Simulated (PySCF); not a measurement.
## `InChI=1S/C7H9F/c1-3-6-4-5(2)7(6)8/h3-5,7H,1H2,2H3/t5-,7-/m1/s1`

Molfile (atoms numbered from 1):
```
C7H9F
     RDKit          3D

 17 17  0  0  0  0  0  0  0  0999 V2000
    2.9675   -0.1390    0.3182 C   0  0  0  0  0  0  0  0  0  0  0  0
    1.9322   -0.9523    0.5065 C   0  0  0  0  0  0  0  0  0  0  0  0
    0.5754   -0.5817    0.2159 C   0  0  0  0  0  0  0  0  0  0  0  0
   -0.6243   -1.1736    0.3320 C   0  0  0  0  0  0  0  0  0  0  0  0
   -1.4053    0.0066   -0.1855 C   0  0  1  0  0  0  0  0  0  0  0  0
   -2.3034    0.6986    0.8276 C   0  0  0  0  0  0  0  0  0  0  0  0
   -0.0122    0.6724   -0.3971 C   0  0  1  0  0  0  0  0  0  0  0  0
    0.1898    1.8462    0.2854 F   0  0  0  0  0  0  0  0  0  0  0  0
    2.8332    0.8580   -0.0666 H   0  0  0  0  0  0  0  0  0  0  0  0
    3.9749   -0.4375    0.5501 H   0  0  0  0  0  0  0  0  0  0  0  0
    2.0705   -1.9491    0.9059 H   0  0  0  0  0  0  0  0  0  0  0  0
   -0.9482   -2.1405    0.6692 H   0  0  0  0  0  0  0  0  0  0  0  0
   -1.9509   -0.1725   -1.1165 H   0  0  0  0  0  0  0  0  0  0  0  0
   -3.1629    0.0723    1.0548 H   0  0  0  0  0  0  0  0  0  0  0  0
   -1.7546    0.8894    1.7465 H   0  0  0  0  0  0  0  0  0  0  0  0
   -2.6532    1.6490    0.4316 H   0  0  0  0  0  0  0  0  0  0  0  0
    0.2645    0.8659   -1.4385 H   0  0  0  0  0  0  0  0  0  0  0  0
  1  2  2  0
  2  3  1  0
  3  4  2  0
  4  5  1  0
  5  6  1  0
  5  7  1  0
  7  8  1  0
  7  3  1  0
  1  9  1  0
  1 10  1  0
  2 11  1  0
  4 12  1  0
  5 13  1  6
  6 14  1  0
  6 15  1  0
  6 16  1  0
  7 17  1  6
M  END
```

Theory: PySCF, TDDFT PBE0/def2-SVPD circular dichroism and optical rotation, one conformer, gas phase. Geometry: GFN2-xTB.

The molecule is flexible and this is one conformer; a measurement averages over conformers. States above about 6.8 eV (minus the energy of the highest occupied orbital) lie near or above the ionisation threshold and depend on the basis.

Question: Draw the ECD and absorption spectra from the lowest 16 states, each a Gaussian of half-width 0.2 eV at 1/e height.

Answer: 
```csv
E (eV),λ (nm),Δε (L mol⁻¹ cm⁻¹),ε (L mol⁻¹ cm⁻¹)
5.05,245,-0.07,94.5
5.15,241,-0.65,897
5.25,236,-3.74,5160
5.35,232,-13.06,18000
5.45,227,-27.64,38100
5.55,223,-35.49,49000
5.65,219,-27.66,38100
5.75,216,-13.23,18000
5.85,212,-4.52,5240
5.95,208,-2.71,1120
6.05,205,-2.93,499
6.15,202,-0.06,543
6.25,198,+9.20,755
6.35,195,+24.45,1270
6.45,192,+40.67,1980
6.55,189,+48.25,2390
6.65,186,+38.32,2060
6.75,184,+16.00,1310
6.85,181,-2.53,881
6.95,178,-9.10,1160
7.05,176,-7.96,2020
7.15,173,-4.54,2810
7.25,171,+0.75,2780
7.35,169,+6.07,2110
7.45,166,+6.23,1710
7.55,164,-0.67,1880
7.65,162,-10.82,2110
7.75,160,-16.74,2020
7.85,158,-15.06,1900
7.95,156,-10.15,2120
8.05,154,-7.28,2370
8.15,152,-10.70,2400
8.25,150,-21.70,2770
```
Δε uses R in velocity form, ε uses f in length form. Only the states computed contribute, so the short-wavelength end is incomplete.
